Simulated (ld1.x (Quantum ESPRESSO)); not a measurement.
**What one change does to a pseudopotential (niobium (Nb), TM)**

ld1.x (Quantum ESPRESSO) 7.5 input, shortened:

```
&input
   title='Nb', zed=41., rel=2, dft='BLYP', iswitch=3,
   config='[Kr] 4d4.5 4f-2 5s0.5 5p0', rel_dist='average'
 /
 &inputp
   pseudotype=2, tm=.true., lloc=0,
   nlcc=.false.
 /
4
4P  2  1   6.00   0.00  1.60  1.60  0.0
4D  3  2   4.50   0.00  2.40  2.40  0.0
4F  4  3  -2.00   0.15  2.55  2.55  0.0
5S  1  0   0.50   0.00  2.40  2.40  0.0
 &test
   configts(1)='4p6 4d4.5 5s0.5 5p0'
 /
```

Open shells are filled in proportion to 2j + 1 (rel_dist='average').

Change: all radii scaled by about 0.86 (s 2.08, p 1.38, d 2.08, f 2.20 bohr).

Cutoffs: the cutoffs (Ry, on a coarse ladder) from which the occupation-weighted sum of valence levels, in a spherical-Bessel basis at the reference potential, stays within 10 and 1 mRy of its value at 400 Ry; they do not see the model core or the augmentation charge, which bear on the density cutoff. Errors are all-electron minus pseudo energies relative to the spin-unpolarised reference configuration.

Problem. What does the change do?

Solution. The potential gets harder (45 Ry and 80 Ry → 60 Ry and 110 Ry); of the 7 tests that both files solve, the error grows in 0 and shrinks in 5 by more than 15 % and 0.3 meV (median size 42.8 → 6.5 meV); neither file shows a bound ghost. A smaller radius makes the pseudo-wave follow the all-electron one further in, where it bends more sharply, so more plane waves are needed. Less of the atom is replaced, so other configurations are described better.

```tsv
quantity	base	changed
cutoff, loose	45 Ry	60 Ry
cutoff, tight	80 Ry	110 Ry
loose cutoff by channel (10 mRy a level)	p 35 Ry, d 25 Ry, s 6 Ry	p 45 Ry, d 30 Ry, s 15 Ry
bound ghosts	none	none
error for 4p6 4d4 5s1 5p0, meV [ΔE -0.59 eV]	-6.0	-3.7
error for 4p6 4d4 5s0 5p0, meV [ΔE 6.08 eV]	-4.5	-5.0
error for 4p6 4d3 5s0 5p0, meV [ΔE 20.07 eV]	-63	-52
error for 4p6 4d4 5s0 5p1, meV [ΔE 2.38 eV]	-391	-312
error for 4p6 4d3 5s2 5p0, meV [ΔE -1.17 eV]	-56	+6.5
error for 4p6 4d3 5s1 5p0, meV [ΔE 6.30 eV]	-43	+29
error for 4p6 4d5 5s0 5p0, meV [ΔE 0.75 eV]	-5.2	-5.7
```
